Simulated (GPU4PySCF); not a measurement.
N-phenylbenzimidazole (C₁₃H₁₀N₂), SMILES c1ccccc1-n1cnc2ccccc21.

The structure is a stationary point at r2SCAN-D4/def2-TZVP. Other conformers were not sampled.

Computed with GPU4PySCF with SMD-B3LYP/6-31G*.

Solvation free energies are E(SMD) − E(gas) at the gas-phase geometry, for 1 M in both phases. In vacuum the dipole moment is 3.62 D.

Computed solvation free energies in water, 1-octanol, acetone, acetonitrile:
```json
[
 {"solvent": "water", "ΔG(solv) (kcal/mol)": "-6.8", "its non-electrostatic (CDS) part": "3.0", "dipole (D)": "4.97"},
 {"solvent": "1-octanol", "ΔG(solv) (kcal/mol)": "-10.6", "its non-electrostatic (CDS) part": "-2.3", "dipole (D)": "4.78"},
 {"solvent": "acetone", "ΔG(solv) (kcal/mol)": "-14.1", "its non-electrostatic (CDS) part": "-4.8", "dipole (D)": "4.89"},
 {"solvent": "acetonitrile", "ΔG(solv) (kcal/mol)": "-14.1", "its non-electrostatic (CDS) part": "-4.5", "dipole (D)": "4.94"}
]
```
